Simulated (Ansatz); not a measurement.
Geometry optimisation, RHF/def2-SVP in Ansatz 0.2.0.

input.yaml

```yaml
crystal:
  periodic: [false, false, false]
  atoms:
    - { symbol: Zr, position_ang: [0.388187, -0.341563, -0.605067] }
    - { symbol: "N", position_ang: [-0.053483, -0.378981, 2.764515] }
    - { symbol: H, position_ang: [-1.004599, -0.463929, 3.087912] }
    - { symbol: H, position_ang: [0.316775, 0.474524, 3.150273] }
    - { symbol: Cl, position_ang: [2.285264, 0.263559, -1.860498] }
    - { symbol: Cl, position_ang: [-0.688555, 1.666497, 0.130683] }
    - { symbol: Cl, position_ang: [-1.065419, -1.748185, -1.811984] }
    - { symbol: Si, position_ang: [1.54693, -2.170637, 0.924065] }
    - { symbol: H, position_ang: [0.565887, -2.995548, 1.68121] }
    - { symbol: H, position_ang: [2.331844, -3.116133, 0.078606] }
    - { symbol: H, position_ang: [2.500631, -1.583394, 1.9076] }
    - { symbol: H, position_ang: [0.486938, -1.159011, 3.157786] }
basis:
  gaussian: { orbitals: def2-SVP }
hamiltonian:
  xc: hf
relax:
  f_tol: 0.03
  max_steps: 50
```

Launched with:

```bash
$ ansatz run input.yaml --threads 4 --pin off --max-ram 5120MiB --backend cpu --events-out ev --progress --plain --runs-dir out
```

Task: Where does it end, and by what steps?

Result: The forces met the threshold. The force dipped under the threshold on the way, but the program's further checks kept it going. After 37 steps the energy has fallen by 1.057 eV; H12 moved furthest, 1.74 Å. Joined: Zr1–N2 (3.40 → 2.44 Å).

```tsv
step	energy less start (eV)	largest force component (eV/Å)	accepted
0	0.0000	0.979	yes
2	-0.1573	0.901	yes
4	-0.5655	1.290	yes
6	-0.6580	1.187	yes
8	-0.7541	0.383	yes
10	-0.8417	0.306	yes
12	-0.9368	0.275	yes
14	-1.0178	0.205	yes
16	-1.0214	0.303	no
18	-1.0405	0.234	yes
20	-1.0446	0.041	yes
22	-1.0468	0.218	no
24	-1.0488	0.122	yes
26	-1.0504	0.045	yes
28	-1.0513	0.183	no
30	-1.0541	0.112	yes
32	-1.0559	0.019	yes
34	-1.0566	0.053	yes
36	-1.0568	0.035	yes
37	-1.0570	0.012	yes
```

```xyz
12
Properties=species:S:1:pos:R:3
Zr 0.399 -0.229 -0.017
N -0.679 -0.606 2.134
H -1.517 -0.048 2.209
H -0.091 -0.356 2.915
Cl 1.739 -0.137 -1.977
Cl 0.615 1.990 0.871
Cl -1.649 -1.185 -0.822
Si 2.178 -2.082 1.088
H 1.747 -2.533 2.448
H 2.288 -3.302 0.246
H 3.537 -1.498 1.243
H -0.956 -1.567 2.269
```

Whether the end is a true minimum wasn't checked by a vibrational analysis.

Run time: 96 s on 4 threads of Arm Neoverse V1, with other jobs on the host, peak memory 0.46 GiB.
